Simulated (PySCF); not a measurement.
Geometry (Å), atoms numbered from 1 in this order:
```xyz
19

F     1.454   -0.284   -2.635
C     0.955   -0.733   -1.447
C    -0.257   -0.027   -0.869
C    -1.317   -0.811   -0.157
Si   -2.495    0.266    0.905
Cl   -2.356   -1.653   -1.368
C     1.089    0.122   -0.253
C     1.955    1.223    0.221
C     1.695    0.019    1.094
H     1.046   -1.812   -1.389
H    -0.625    0.811   -1.451
H    -0.851   -1.609    0.424
H    -3.462   -0.628    1.532
H    -1.675    0.948    1.910
H    -3.133    1.231    0.015
H     1.486    2.159    0.488
H     2.933    1.335   -0.224
H     2.497   -0.689    1.244
H     1.051    0.140    1.953
```

- σ from GIAO-PBE0/pcSseg-1
- coordinates at the GFN2-xTB level
- run in PySCF 2.14.0 with density-fitted response routines
- no relativistic terms, isolated molecule, averaged over atoms made equivalent by symmetry, fast rotation or ring inversion, one conformer

**Question.** Predict the 2D correlation tables (HSQC, COSY, HMBC).

**Answer.** 

HSQC (one-bond C–H):
```tsv
δH	δC
4.72 (H10)	83.9 (C2)
2.75 (H12)	50.2 (C4)
1.81 (H11)	33.8 (C3)
1.23 (H17)	8.0 (C8)
1.02 (H16)	8.0 (C8)
0.86 (H18)	7.7 (C9)
0.82 (H19)	7.7 (C9)
```

COSY cross peaks (H two or three bonds apart, from the bond graph; peaks can be absent where the dihedral angle is near 90°):
```tsv
δH	δH
4.72 (H10)	1.81 (H11)
3.93 (H13/H14/H15)	2.75 (H12)
2.75 (H12)	1.81 (H11)
1.23 (H17)	1.02 (H16)
1.23 (H17)	0.86 (H18)
1.23 (H17)	0.82 (H19)
1.02 (H16)	0.86 (H18)
1.02 (H16)	0.82 (H19)
0.86 (H18)	0.82 (H19)
```

HMBC (two and three bonds, from the bond graph):
```tsv
δH	δC
4.72 (H10)	50.2 (C4), 33.8 (C3), 23.1 (C7), 8.0 (C8), 7.7 (C9)
3.93 (H13/H14/H15)	50.2 (C4), 33.8 (C3)
2.75 (H12)	83.9 (C2), 33.8 (C3), 23.1 (C7)
1.81 (H11)	83.9 (C2), 50.2 (C4), 23.1 (C7), 8.0 (C8), 7.7 (C9)
1.23 (H17)	83.9 (C2), 33.8 (C3), 23.1 (C7), 7.7 (C9)
1.02 (H16)	83.9 (C2), 33.8 (C3), 23.1 (C7), 7.7 (C9)
0.86 (H18)	83.9 (C2), 33.8 (C3), 23.1 (C7), 8.0 (C8)
0.82 (H19)	83.9 (C2), 33.8 (C3), 23.1 (C7), 8.0 (C8)
```

Scale: TMS for 1H (σref 31.72) and 13C (σref 186.93) (reference shieldings calculated alike).

Short H···H contacts in this conformer between protons four or more bonds apart (candidates for NOE cross peaks, intensity ∝ r⁻⁶): H10···H12 2.63 Å.

Carbons that carry Cl, above all several Cl atoms, come out too deshielded, partly because spin–orbit coupling is missing. Shifts are as computed. Against solution values, carbons near 30 ppm lie about +3 ppm off and those near 130 ppm about +5 ppm; carbons on Cl a further +6 ppm. Of 1309 compounds with measured shifts, 239 miss one by over three times the rms of a fit or turn the order of signals round; such compounds aren't used in these exercises.
